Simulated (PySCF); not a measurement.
Electron correlation in Ta (tantalum, neutral)

[Xe] 4f14 5d4 6s1, high-spin 6D determinant (an excited configuration). Computed with PySCF 2.14 in aug-cc-pVDZ-PP with ECP60MDF (5s5p4d2f, 54 functions), with a scalar-relativistic core potential. Frozen: 5s2 5p6; 5 electrons correlated.

```tsv
level	correlation energy (mhartree)
CCSD	-53.09
(T)	-1.21
CCSD(T)	-54.30
```

Diagnostics: T1 = 0.011, D1 = 0.0159, largest double amplitude 0.027.

Question: Is a single reference adequate?

Answer: Yes, within this model without spin-orbit coupling: T1 lies below 0.03 and no double amplitude reaches 0.07.
